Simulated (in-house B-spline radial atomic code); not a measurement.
## Ionising Li²⁺ with different functionals

Computed with a radial B-spline atomic code at the basis-set limit: scalar-relativistic (spin-free X2C) Hamiltonian, Fermi nucleus of rms radius 2.444 fm, spin-polarised at highest spin, spherical fractional occupations for the functionals. The ionisation energy is the difference of two self-consistent energies, 1s1 → bare nucleus, without Breit or QED terms; ε is the level of the shell that loses the electron (its least bound occupied spin orbital).

```json
{"method": "HF fractional", "rung": "Hartree-Fock", "ΔSCF (eV)": "122.47", "-ε(1s) (eV)": "122.47"}
{"method": "LDA exchange-only", "rung": "LDA", "ΔSCF (eV)": "118.88", "-ε(1s) (eV)": "101.00"}
{"method": "PBE", "rung": "GGA", "ΔSCF (eV)": "122.12", "-ε(1s) (eV)": "103.69"}
{"method": "BLYP", "rung": "GGA", "ΔSCF (eV)": "122.26", "-ε(1s) (eV)": "103.61"}
{"method": "BP86", "rung": "GGA", "ΔSCF (eV)": "?", "-ε(1s) (eV)": "?"}
{"method": "AM05", "rung": "GGA", "ΔSCF (eV)": "120.49", "-ε(1s) (eV)": "102.28"}
{"method": "OLYP", "rung": "GGA", "ΔSCF (eV)": "122.32", "-ε(1s) (eV)": "103.61"}
{"method": "r2SCAN", "rung": "meta-GGA", "ΔSCF (eV)": "?", "-ε(1s) (eV)": "?"}
{"method": "PBE0", "rung": "global hybrid", "ΔSCF (eV)": "122.25", "-ε(1s) (eV)": "108.42"}
{"method": "r2SCAN0", "rung": "global hybrid", "ΔSCF (eV)": "122.47", "-ε(1s) (eV)": "109.83"}
{"method": "HSE06", "rung": "range-separated hybrid", "ΔSCF (eV)": "122.27", "-ε(1s) (eV)": "108.02"}
```

Q: What does r2SCAN give?

A: ΔSCF 122.47 eV, and -ε(1s) = 105.62 eV.

Q: What does BP86 give?

A: ΔSCF 122.14 eV, and -ε(1s) = 103.66 eV.

Q: Among the functionals, which spreads more, the ΔSCF values or the orbital energies?

A: The orbital energies: ΔSCF values span about 3.59 eV and the orbital energies 8.82 eV.

Q: How do they compare with the NIST value?

A: NIST lists 122.454 eV (tabulated theory, ground level to ground level). Errors run from -3.58 to +0.02 eV; HF fractional is closest (+0.01 eV), but part of that can be cancellation, since the calculations leave out Breit-QED terms.
